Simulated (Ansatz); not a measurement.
Basis-set extrapolation for CH₉NO₂Si₂ (`CO[Si](N)(O)[SiH3]`) (PBE0-D4/def2-TZVP geometry, frozen core, the Gaussian-basis code of Ansatz). Multiplicity 1, RHF reference.

```json
{"": "HF", "def2-TZVPP": "-825.408417", "def2-QZVPP": "-825.439218"}
{"": "MP2 correlation", "def2-TZVPP": "-1.111649", "def2-QZVPP": "-1.196501"}
{"": "CCSD(T) correlation", "def2-TZVPP": "-1.207758", "def2-QZVPP": "not run"}
```

Energies in hartree. Use E(X) = E(∞) + A·exp(−7.88·√X) for Hartree–Fock and E(X) = E(∞) + B·X^(−2.97) for correlation, with X = 3 and 4, and add CCSD(T) minus MP2 of the smaller set to the MP2 limit.

Q: What is the CCSD(T) energy at the basis-set limit?

A: HF limit: -825.439218 + (-0.030801) × 0.13774 = -825.44346. MP2 limit: -1.196501 + (-0.084852) × 0.74074 = -1.25935. Higher-order term: -1.207758 − (-1.111649) = -0.09611. Total: -826.79892 hartree, 114.7 kcal/mol below CCSD(T)/def2-TZVPP.
